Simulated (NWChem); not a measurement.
System: H$_{2}$SeS; SMILES S[SeH]

Here is an NWChem input.

```
start job
memory heap 200 mb stack 900 mb global 1100 mb
geometry units angstroms
  Se     0.037299     0.731509     0.036439
  H     -1.387194     0.926023    -0.305023
  S      0.009565    -1.475342     0.067404
  H      0.331887    -1.677647    -1.232126
end
basis spherical
  * library def2-svp
end
dft
  xc slater vwn_5
  iterations 150
end
driver
  maxiter 120
end
task dft optimize
task dft freq
```

This build's default masses of Se (78.918 u) and Br (79.917 u) are each other's, which moves their modes by up to 0.6 %.

The level has its own optimisation; frequencies are unscaled.

**Question.** Give the results of this calculation. (LDA (Slater exchange, VWN5)/def2-SVP.) Quantities: r H–Se (Å); r S–Se (Å); r H–S (Å); highest harmonic frequency (cm⁻¹); lowest (cm⁻¹); zero-point energy (kcal/mol); dipole (D).

**Answer.** 
| Property | Result |
|---|---|
| r H–Se (Å) | 1.493 |
| r S–Se (Å) | 2.198 |
| r H–S (Å) | 1.370 |
| highest harmonic frequency (cm⁻¹) | 2559 |
| lowest (cm⁻¹) | 400 |
| zero-point energy (kcal/mol) | 10.3 |
| dipole (D) | 1.28 |
